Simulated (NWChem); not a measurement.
System: H$_{2}$SeS$_{2}$; SMILES [Se](S)S

Here is an NWChem input.

```
start job
memory heap 200 mb stack 900 mb global 1100 mb
geometry units angstroms noautosym nocenter noautoz
  Se     0.000000     0.000000     0.796168
  S      1.787398    -0.106259    -0.544011
  H      1.968008     1.221630    -0.737543
  S     -1.787398     0.106259    -0.544011
  H     -1.968008    -1.221630    -0.737543
end
basis spherical
  * library cc-pvtz
end
dft
  xc b3lyp
  iterations 150
end
property
  efieldgrad
end
task dft property
```

Geometry: optimised at B3LYP/6-31G* (spherical d).

Vzz is the largest principal value of the second derivative of the potential at the nucleus (NWChem prints the opposite sign); η is the asymmetry. Non-relativistic.

Atoms are numbered as in the input.

**Question.** Give the results of this calculation. (B3LYP/cc-pVTZ.) Quantities: Vzz Se1 (a.u.); η Se1; Vzz S4 (a.u.); η S4.

**Answer.** The vzz Se1 (a.u.) is -7.352, the η Se1 is 0.34 and the vzz S4 (a.u.) is -2.572. The η S4 is 0.66.
